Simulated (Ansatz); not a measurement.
Basis-set extrapolation for `CC([SiH3])CO` (PBE0-D4/def2-TZVP geometry, frozen core, the Gaussian-basis code of Ansatz). Multiplicity 1, RHF reference.

```json
{"": "HF", "def2-TZVPP": "-483.297882", "def2-QZVPP": "-483.316209"}
{"": "MP2 correlation", "def2-TZVPP": "-0.900499", "def2-QZVPP": "-0.962476"}
{"": "CCSD(T) correlation", "def2-TZVPP": "-0.992656", "def2-QZVPP": "not run"}
```

Energies in hartree. Use E(X) = E(∞) + A·exp(−7.88·√X) for Hartree–Fock and E(X) = E(∞) + B·X^(−2.97) for correlation, with X = 3 and 4, and add CCSD(T) minus MP2 of the smaller set to the MP2 limit.

What is the CCSD(T) energy at the basis-set limit?

HF limit: -483.316209 + (-0.018327) × 0.13774 = -483.31873. MP2 limit: -0.962476 + (-0.061977) × 0.74074 = -1.00838. Higher-order term: -0.992656 − (-0.900499) = -0.09216. Total: -484.41927 hartree, 338.0 kJ/mol below CCSD(T)/def2-TZVPP.
